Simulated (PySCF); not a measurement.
Compound: C5H3Cl2F3.
Z-matrix (Å and degrees, PBE0-D3(BJ)/def2-SVP geometry), rows numbered from 1:
```
C 
C   1  1.3372
Cl  2  1.7379  1  119.34
C   2  1.4736  1  125.10  3   179.88
Cl  4  1.7295  2  115.28  1     1.32
C   4  1.3407  2  124.06  1  -178.61
C   6  1.4986  4  125.44  2   179.90
F   7  1.3349  6  112.38  4   -61.13
F   7  1.3343  6  112.40  4    60.11
F   7  1.3353  6  109.52  4   179.52
H   1  1.0900  2  120.12  3   179.99
H   1  1.0903  2  120.62  3     0.01
H   6  1.0903  4  118.77  2     0.16
```

Computed with PySCF 2.14.0, PBE0-D3(BJ)/def2-SVP geometry optimisation, gas phase.

Masses are those of the commonest isotopes; rigid-rotor values at the optimised geometry. The values belong to one conformer with, in the numbering `[CH2:1]=[C:2]([Cl:3])/[C:4]([Cl:5])=[CH:6]/[C:7]([F:8])([F:9])[F:10]`, C1–C2–C4–Cl5 1°.

Task: What are A, B and C (cm⁻¹)?

Result: Ia = 351.17, Ib = 795.67, Ic = 1058.92 u·Å²; 505379 MHz·u·Å²/I gives 1439, 635.2 and 477.3 MHz, that is A = 0.04800, B = 0.02119, C = 0.01592 cm⁻¹.

Task: Classify the top.

Result: An asymmetric top; Ray's κ = -0.672.

Task: Is it planar, by Δ = Ic − Ia − Ib?

Result: Not planar: Δ = Ic − Ia − Ib = -87.92 u·Å². For a rigid frame Δ = −2 Σ m c², so Σ m c² = 43.96 u·Å² lies off the ab plane: 0.00 from hydrogen and 43.96 from heavier atoms. The atom farthest from that plane is 1.08 Å away.

Task: Give the coordinates in the principal-axis frame, origin at the centre of mass.

Result: The sense of each axis is arbitrary; atoms in the order of the calculation.
```json
{"atom": "C1", "mass (u)": "12.000", "a (Å)": "-2.896", "b (Å)": "-1.142", "c (Å)": "0.029"}
{"atom": "C2", "mass (u)": "12.000", "a (Å)": "-1.989", "b (Å)": "-0.160", "c (Å)": "0.008"}
{"atom": "Cl3", "mass (u)": "34.969", "a (Å)": "-2.525", "b (Å)": "1.494", "c (Å)": "-0.010"}
{"atom": "C4", "mass (u)": "12.000", "a (Å)": "-0.528", "b (Å)": "-0.355", "c (Å)": "0.001"}
{"atom": "Cl5", "mass (u)": "34.969", "a (Å)": "-0.003", "b (Å)": "-2.002", "c (Å)": "-0.013"}
{"atom": "C6", "mass (u)": "12.000", "a (Å)": "0.363", "b (Å)": "0.647", "c (Å)": "0.008"}
{"atom": "C7", "mass (u)": "12.000", "a (Å)": "1.853", "b (Å)": "0.485", "c (Å)": "0.003"}
{"atom": "F8", "mass (u)": "18.998", "a (Å)": "2.296", "b (Å)": "-0.171", "c (Å)": "1.078"}
{"atom": "F9", "mass (u)": "18.998", "a (Å)": "2.290", "b (Å)": "-0.173", "c (Å)": "-1.072"}
{"atom": "F10", "mass (u)": "18.998", "a (Å)": "2.433", "b (Å)": "1.688", "c (Å)": "0.001"}
{"atom": "H11", "mass (u)": "1.008", "a (Å)": "-2.574", "b (Å)": "-2.183", "c (Å)": "0.040"}
{"atom": "H12", "mass (u)": "1.008", "a (Å)": "-3.962", "b (Å)": "-0.914", "c (Å)": "0.034"}
{"atom": "H13", "mass (u)": "1.008", "a (Å)": "-0.002", "b (Å)": "1.674", "c (Å)": "0.021"}
```

Task: Which lines would a microwave search look for?

Result: The dipole components are |μa| = 2.53 D, |μb| = 0.51 D, |μc| = 0.00 D; the mirror of this Cs structure is the ab plane, so μc vanishes by symmetry (the 0.03 D computed is a residue) and there are no c-type lines. Intensities carry the squares of the components, which stand as 1.00 : 0.04 (a : b). Some lines, for components of 0.1 D or more:

```tsv
type	branch	J(Ka,Kc)	MHz	lower level (cm⁻¹)
a	Q	3(1,2) ← 3(1,3)	946	0.236
a	R	2(1,2) ← 1(1,1)	2067	0.064
a	R	2(0,2) ← 1(0,1)	2204	0.037
a	R	2(1,1) ← 1(1,0)	2383	0.069
b	Q	2(2,1) ← 2(1,2)	2886	0.133
a	R	3(1,3) ← 2(1,2)	3088	0.133
a	R	3(2,2) ← 2(2,1)	3337	0.229
a	R	3(2,1) ← 2(2,0)	3419	0.230
b	Q	3(3,0) ← 3(2,1)	4326	0.344
b	R	2(2,1) ← 1(1,0)	4795	0.069
b	R	3(2,2) ← 2(1,1)	5749	0.149
b	R	3(3,0) ← 2(2,1)	7766	0.229
```

Task: Estimate the classical rotational partition function at 50 K, 100 K and 298.15 K.

Result: Point group Cs, symmetry number σ = 1; q = (√π/σ)·√((kT/h)³/(ABC)), k/h = 20836.6 MHz/K: 90200 at 50 K, 255000 at 100 K, 1310000 at 298.15 K.

No frequency check. Constants of a rigid frame at the computed geometry: no zero-point averaging, no centrifugal distortion. Quadrupole hyperfine structure (35Cl) is left out.
